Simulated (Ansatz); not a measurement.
`C[Se][InH2]` and `C[Se][AlH2]` differ in one atom or group.

Ansatz, PBE0-D4/def2-TZVP geometries, multiplicity 1. 

Elements past krypton have def2 core potentials. Scalar relativity is left out up to krypton.

```
                                          property  `C[Se][InH2]`
             HOMO–LUMO gap (B3LYP/def2-TZVPP) / eV           4.56
               HOMO–LUMO gap (PBE/def2-TZVPP) / eV           3.31
           HOMO–LUMO gap (ωB97M-V/def2-TZVPP) / eV           8.56
size of the dipole moment (ωB97M-V/def2-TZVPP) / D           1.44
             LUMO energy (ωB97M-V/def2-TZVPP) / eV          -0.14
                LUMO energy (PBE0/def2-TZVPP) / eV          -1.60
```

Task: What does the change do to each property? (An estimate is asked.)

Result: Ansatz gave: 
```
                                          property  `C[Se][AlH2]`  shift
             HOMO–LUMO gap (B3LYP/def2-TZVPP) / eV           5.16   0.60
               HOMO–LUMO gap (PBE/def2-TZVPP) / eV           3.79   0.48
           HOMO–LUMO gap (ωB97M-V/def2-TZVPP) / eV           9.28   0.72
size of the dipole moment (ωB97M-V/def2-TZVPP) / D           1.33  -0.11
             LUMO energy (ωB97M-V/def2-TZVPP) / eV           0.25   0.39
                LUMO energy (PBE0/def2-TZVPP) / eV          -1.36   0.24
```

With PBE0 the HOMO falls by 0.31 eV and the LUMO rises by 0.24 eV, so the gap widens by about 0.55 eV. PBE moves the HOMO by -0.28 eV and ωB97M-V by -0.32 eV. Dipoles are sizes alone; their direction can turn.

B3LYP here is the variant with VWN-RPA as its local correlation; programs differ in this.

Spin–orbit coupling is left out; it splits and shifts lone-pair levels of the heavy atoms by tenths of an eV.
